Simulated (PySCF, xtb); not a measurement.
C2H5ClSi2, SMILES C1(Cl)=C[SiH2][SiH2]1.

xtb with GFN2-xTB at its own geometry gives an orbital gap of 3.38 eV and a dipole moment of 2.55 D.

The structure is a stationary point at r2SCAN-D4/def2-SVP. The structure was generated by enumeration, and PubChem lists no compound with its InChIKey, so it may never have been made.

### Question
What does PBE/def2-TZVP run with PySCF give? (Estimate from the structure and the level; the computed values follow.)

### Answer
gap 4.61 eV (levels -6.60 and -1.99 eV), dipole 1.08 D.
